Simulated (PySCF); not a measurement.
C3H3BO2, SMILES C#CB(O)C=O.

The structure is a stationary point at PBE0-D3(BJ)/def2-SVP. This is a generated structure with no PubChem entry under its InChIKey; it may be hypothetical. One conformer was computed; it need not be the lowest.

Computed with B3LYP/def2-TZVP (PySCF).

Symmetry labels are those of the subgroup Cs that the program uses (full group Cs).

Computed valence orbital energies around the gap with their symmetry:
| orbital | symmetry | energy (eV) |
|---|---|---|
| HOMO−7 | A' | -12.77 |
| HOMO−6 | A' | -12.06 |
| HOMO−5 | A" | -11.41 |
| HOMO−4 | A' | -10.78 |
| HOMO−3 | A" | -10.60 |
| HOMO−2 | A" | -8.52 |
| HOMO−1 | A' | -8.35 |
| HOMO | A' | -6.89 |
| LUMO | A" | -2.71 |
| LUMO+1 | A" | -0.40 |
| LUMO+2 | A' | -0.27 |
| LUMO+3 | A' | 0.64 |
